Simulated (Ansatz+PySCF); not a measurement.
The numbers below are computed, except where a source is named.
This PySCF input gave a total energy of -1382.87182 hartree.

```python
from pyscf import gto, dft

mol = gto.M(atom="""
Co 0.000000 0.000000 0.000000
H 0.000000 0.000000 1.531000
""", basis='def2-svp', charge=0, spin=2)
mf = dft.UKS(mol, xc='pbe0')
mf.init_guess = 'atom'
mf.kernel()
while True:  # follow internal instabilities
    mo, _, stable, _ = mf.stability(return_status=True)
    if stable: break
    mf.kernel(mf.make_rdm1(mo, mf.mo_occ))
print(mf.converged, mf.e_tot, mf.spin_square()[0])
```

**Question.** Write an input for Ansatz with the same method and basis set.

**Answer.**

```yaml
crystal:
  periodic: [false, false, false]
  atoms:
    - { symbol: Co, position_ang: [0.0, 0.0, 0.0] }
    - { symbol: H, position_ang: [0.0, 0.0, 1.531] }
basis:
  gaussian: { orbitals: def2-SVP }
magnetization:
  spin_polarized: true
  initial_magnetization: 2
hamiltonian:
  xc: pbe0
```

Ansatz (development build ahead of 0.2.0) gave -1382.87180 hartree, 0.54 meV from the first. Caution: another spin multiplicity may lie lower; the unrestricted determinant is spin contaminated.
